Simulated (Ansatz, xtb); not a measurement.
## F2H3Si2+: which of two structures lies lower

Structure a is a singlet given by its coordinates and structure b is `F[Si+](F)[SiH3]`, a singlet. Both are isolated ions in the gas phase, relaxed with PBE-D3(BJ)/def2-SVP.

a (Å):

```
atom    x (Å)    y (Å)    z (Å)
   F  -2.4619   1.2982  -1.1361
   F  -0.8948  -0.0930   0.2759
  Si  -2.5009  -0.2596  -0.7053
  Si   0.4375   1.0261   0.8015
   H   0.9953   1.4561  -0.5098
   H   1.2688   0.0926   1.6062
   H  -0.3254   2.0593   1.5537
```

Close contacts (Å): F1–Si3 1.62, F2–Si3 1.89, F2–Si4 1.82, Si4–H5 1.49, Si4–H6 1.49, Si4–H7 1.49.

b (Å):

```xyz
7

F    -1.6599   -1.7659   -1.4209
F     0.3206   -2.4533    0.1730
Si   -0.4183   -1.2529   -0.5667
Si    0.2273    1.0477   -0.3848
H    -0.1742    1.5611   -1.7288
H     1.6865    0.9136   -0.0969
H    -0.6401    1.4590    0.7642
```

Task: Which of the two would you expect CCSD(T)/def2-TZVP electronic energies to favour?

Result: Too close to call at this level: CCSD(T)/def2-TZVP gives E(b) − E(a) = +0.04 kcal/mol.

How the difference moves with the method:

```csv
level,geometry,E(b) − E(a) (kcal/mol),departure from the last row (kcal/mol),"job, with rough time for the two"
GFN2-xTB,GFN2-xTB,−3.71,−3.76,"optimisation, 0.57 s"
HF/STO-3G,GFN2-xTB,+4.65,+4.61,"single point, 0.88 s"
r2SCAN-D4/def2-SVP,GFN2-xTB,−2.45,−2.49,"single point, 7.5 s"
PBE-D3(BJ)/def2-SVP,PBE-D3(BJ)/def2-SVP,+2.72,+2.68,"optimisation, 75 s"
HF/def2-TZVP,PBE-D3(BJ)/def2-SVP,+1.94,+1.90,part of the CCSD(T) run
MP2/def2-TZVP,PBE-D3(BJ)/def2-SVP,−1.22,−1.26,part of the CCSD(T) run
CCSD(T)/def2-TZVP,PBE-D3(BJ)/def2-SVP,+0.04,,"single point, 2.8 min"
```

The largest departure from CCSD(T)/def2-TZVP is that of HF/STO-3G, 4.61 kcal/mol.

With harmonic frequencies from PBE-D3(BJ)/def2-SVP (ideal gas, rigid rotor, one conformer each, 400 K, 1 atm): on the last row, ΔE + ΔZPE = +0.01 kcal/mol. A mode under 50 cm⁻¹ makes harmonic enthalpies and free energies unreliable, so none is given.

The correlated steps freeze 12 core orbitals. Codes used: Ansatz 0.2.0, xtb 6.7.1; the last row on 1 thread of AMD EPYC (Zen 3) on a shared host.
